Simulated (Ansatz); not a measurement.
One change: `C[N](C)[GeH3]` becomes `CN(C)[CH2][AlH2]`.

Ansatz, PBE0-D4/def2-TZVP geometries, multiplicity 1. Each molecule was computed in one conformer, which needn't be the lowest.

Scalar relativity is left out up to krypton.

| property | `C[N](C)[GeH3]` |
| --- | --- |
| HOMO energy (PBE/def2-TZVPP) / eV | -4.93 |
| LUMO energy (PBE0/def2-TZVPP) / eV | 0.61 |
| HOMO–LUMO gap (PBE0/def2-TZVPP) / eV | 6.84 |
| size of the dipole moment (B3LYP/def2-TZVPP) / D | 0.47 |
| HOMO energy (PBE0/def2-TZVPP) / eV | -6.24 |
| HOMO energy (ωB97M-V/def2-TZVPP) / eV | -8.53 |

Q: Give the same properties after the change, and the shifts. (Best estimate.)

A: Computed: 
| property | `CN(C)[CH2][AlH2]` | shift |
| --- | --- | --- |
| HOMO energy (PBE/def2-TZVPP) / eV | -4.79 | 0.14 |
| LUMO energy (PBE0/def2-TZVPP) / eV | -1.31 | -1.92 |
| HOMO–LUMO gap (PBE0/def2-TZVPP) / eV | 4.79 | -2.05 |
| size of the dipole moment (B3LYP/def2-TZVPP) / D | 0.92 | 0.45 |
| HOMO energy (PBE0/def2-TZVPP) / eV | -6.09 | 0.15 |
| HOMO energy (ωB97M-V/def2-TZVPP) / eV | -8.41 | 0.12 |

With PBE0 the HOMO rises by 0.15 eV and the LUMO falls by 1.92 eV, so the gap narrows by about 2.07 eV. PBE moves the HOMO by 0.14 eV and ωB97M-V by 0.12 eV. The zero-point energy changes by 45.1 kJ/mol with +6 modes. Dipoles are sizes alone; their direction can turn.

B3LYP here is the variant with VWN-RPA as its local correlation; programs differ in this.
